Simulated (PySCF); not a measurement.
NMR data simulated for an unnamed compound:

1H NMR (300 MHz, computed): δ 7.86 (s, 1H), 6.51 (m, 1H), 5.68 (m, 1H), 5.52 (m, 1H), 5.14 (d, 2H), 4.50 (s, 3H).

13C{1H} NMR (computed): δ 147.9 (CH), 144.0 (CH), 139.1 (C), 124.8 (CH2), 60.9 (CH2).

[PySCF: GFN2-xTB structure; shieldings: GIAO PBE0/pcSseg-1; single conformer; no relativistic terms; no solvent; averaged over atoms made equivalent by symmetry, fast rotation or ring inversion]

Chemical shifts δ = σref − σ; 1H (σ = 31.72 ppm) and 13C (σ = 186.93 ppm) against TMS, all at this level.

Problem. Which of these does the molecule contain: a non-aromatic C=C double bond, a CF3 group, an OH group, a heteroaromatic ring, an S-methyl group, a vinyl group CH=CH2?

Solution. 
- A non-aromatic C=C double bond: yes.
- A CF3 group: no.
- An OH group: no.
- A heteroaromatic ring: yes.
- An S-methyl group: no.
- A vinyl group CH=CH2: yes (δC 124.8, 144.0; δH 5.52 (m), 5.68 (m), 6.51 (m)).

The data belong to `InChI=1S/C5H9N3Si/c1-2-3-8-6-4-5(9)7-8/h2,4H,1,3H2,9H3`; they needn't prove each group on their own.

Carbon signals by region: 4 in the sp2 and nitrile region (100–160 ppm), 1 at 50–100 ppm.

Shifts are as computed. Against solution values, carbons near 30 ppm lie about +3 ppm off and those near 130 ppm about +5 ppm. Of 1211 compounds with measured shifts, 218 miss one by over three times the rms of a fit or turn the order of signals round; such compounds aren't used in these exercises. No couplings were computed; multiplicities are counted from neighbouring protons, with m where these are inequivalent, close in shift, in a saturated or five-membered ring or joined by F or P, and br s for small geminal =CH2 splittings.
